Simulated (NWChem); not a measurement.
A series in which one site is exchanged, each optimised at PBE0/def2-SVP with NWChem, gas phase unless a solvent is named. All stand in one matching conformer (torsions within 35°), which need not be the lowest. 

A: C[O][Ga]([OH])[Cl] (CH4ClGaO2; site = Ga)
B: [OH][Al]([Cl])[O]C (CH$_{4}$AlClO$_{2}$; site = Al)
C: B(OC)(Cl)O (CH4BClO2; site = B)

```tsv
quantity	A	B	C
dipole (D), PBE0/def2-SVP	___	1.59	2.02
orbital gap (eV), PBE0/def2-SVP	___	7.76	10.09
highest harmonic frequency (cm⁻¹), PBE0/def2-SVP	___	3991	3933
lowest singlet excitation, PBE/def2-SVPD, TDA (eV)	___	5.22	6.73
```

Q: Some entries are withheld; supply them.

A: 
- dipole (D), PBE0/def2-SVP, A: 1.55
- orbital gap (eV), PBE0/def2-SVP, A: 7.07
- highest harmonic frequency (cm⁻¹), PBE0/def2-SVP, A: 3914
- lowest singlet excitation, PBE/def2-SVPD, TDA (eV), A: 4.56
